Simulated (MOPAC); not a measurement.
Job for MOPAC: PM7 on BH+, 2S+1 = 2, a spin state set in the input, which need not be the lowest, a point of a bond scan (R = 1.182 Å). Charge +1.

```
PM7 1SCF PRECISE CHARGE=1 UHF MS=0.5 THREADS=1
BH

H      0.00000000 1     0.00000000 1     0.00000000 1
B      0.00000000 1     0.00000000 1     1.18157600 1
```

Output:

```
*******************************************************************************
 **                                                                           **
 **                              MOPAC v23.2.5                                **
 **                                                                           **
 *******************************************************************************
 ** MOPAC's Digital Object Identifier: https://doi.org/10.5281/zenodo.6511958 **
 **                                                                           **
 ** Please cite the open-source release paper for use of this MOPAC version:  **
 ** J. E. Moussa and J. J. P. Stewart (2026)                                  **
 ** MOPAC: An open-source semiempirical molecular orbital program             **
 ** J. Open Source Softw., 11(119), 8025, https://doi.org/10.21105/joss.08025 **
 *******************************************************************************

                              PM7 CALCULATION RESULTS

 *******************************************************************************
 *  PM7        - The PM7 Hamiltonian to be used
 *  UHF        - UNRESTRICTED HARTREE-FOCK CALCULATION
 *
 *
 *
 *                 CHARGE ON SYSTEM = +1
 *
 *
 *
 *  MS=        - IN MECI, MAGNETIC COMPONENT OF SPIN =  0.5
 *  PRECISE    - TIGHTER CRITERIA TO BE USED
 *  1SCF       - DO 1 SCF AND THEN STOP
 *  THREADS=1  - MULTI-THREADING NOT USED
 *  T=         - A TIME OF 172800.0 SECONDS REQUESTED
 *  DUMP=N     - RESTART FILE WRITTEN EVERY 7200.0 SECONDS REQUESTED
 *******************************************************************************
PM7 1SCF PRECISE CHARGE=1 UHF MS=0.5 THREADS=1
 BH

   ATOM   CHEMICAL          X               Y               Z
  NUMBER   SYMBOL      (ANGSTROMS)     (ANGSTROMS)     (ANGSTROMS)

     1       H          0.00000000  *   0.00000000  *   0.00000000  *
     2       B          0.00000000  *   0.00000000  *   1.18157600  *



          CARTESIAN COORDINATES

    NO.       ATOM           X           Y           Z

     1         H          0.0000      0.0000      0.0000
     2         B          0.0000      0.0000      1.1816

 General Reference for PM7:
 "Optimization of Parameters for Semiempirical Methods VI: More Modifications to the
 NDDO Approximations and Re-optimization of Parameters", J. J. P. Stewart, J. Mol. Mod., 1:32, 19 (2013)
 https://link.springer.com/article/10.1007/s00894-012-1667-x

           Empirical Formula: H B  =     2 atoms



      MOLECULAR POINT GROUP   :   C*v


          UHF CALCULATION, NO. OF ALPHA ELECTRONS =    2
                           NO. OF BETA  ELECTRONS =    1

 -------------------------------------------------------------------------------
 PM7 1SCF PRECISE CHARGE=1 UHF MS=0.5 THREADS=1
 BH



     1SCF WAS SPECIFIED, SO BFGS WAS NOT USED
     SCF FIELD WAS ACHIEVED


                              PM7 CALCULATION
                                                       MOPAC v23.2.5 Linux




          FINAL HEAT OF FORMATION =        319.87877 KCAL/MOL =    1338.37278 KJ/MOL


          COSMO AREA              =         54.01 SQUARE ANGSTROMS
          COSMO VOLUME            =         37.22 CUBIC ANGSTROMS

          IONIZATION POTENTIAL    =         14.348344 EV
          ALPHA SOMO LUMO (EV)    =        -14.348 -7.947
          BETA  SOMO LUMO (EV)    =        -20.622 -8.579
          NO. OF ALPHA ELECTRONS  =          2
          NO. OF BETA  ELECTRONS  =          1
          MOLECULAR WEIGHT        =         11.8179         POINT GROUP:  C*v

          MOLECULAR DIMENSIONS (Angstroms)

            Atom       Atom       Distance
            B     2    H     1     1.18158
            B     2    H     1     0.00000
            H     1    B     2     0.00000


          SCF CALCULATIONS        =          1





   ATOM   CHEMICAL          X               Y               Z
  NUMBER   SYMBOL      (ANGSTROMS)     (ANGSTROMS)     (ANGSTROMS)

     1       H          0.00000000  *   0.00000000  *   0.00000000  *
     2       B          0.00000000  *   0.00000000  *   1.18157600  *

                             CARTESIAN COORDINATES

   1    H        0.000000000     0.000000000     0.000000000
   2    B        0.000000000     0.000000000     1.181576000


           Empirical Formula: H B  =     2 atoms



      MOLECULAR POINT GROUP   :   C*v


          ALPHA EIGENVALUES
 -20.74120 -14.34834  -7.94678  -7.15215  -1.98945


           BETA EIGENVALUES
 -20.62247  -8.57949  -7.77930  -7.56541  -2.03297


              NET ATOMIC CHARGES AND DIPOLE CONTRIBUTIONS

  ATOM NO.   TYPE          CHARGE      No. of ELECS.   s-Pop       p-Pop
    1          H           0.191966        0.8080     0.80803
    2          B           0.808034        2.1920     0.78402     1.40795
 DIPOLE           X         Y         Z       TOTAL
 POINT-CHG.     0.000     0.000    -0.605     0.605
 HYBRID         0.000     0.000     2.734     2.734
 SUM            0.000     0.000     2.128     2.128


          ATOMIC ORBITAL ELECTRON POPULATIONS

     Atom    s        px        py        pz
    1  H   0.80803
    2  B   0.78402   1.00000   0.00000   0.40795


                    (SZ)    =    0.500000
                    (S**2)  =    0.756674


          ATOMIC ORBITAL SPIN POPULATIONS

    Atom   Total    s     px     py     pz
         Atomic
    1  H -0.0332 -0.033
    2  B  1.0332  0.076  1.000  0.000 -0.043

 **********************
 *                    *
 * JOB ENDED NORMALLY *
 *                    *
 **********************




 == MOPAC DONE ==
```

The run finished.

Cost: very roughly 0.020 core-seconds.
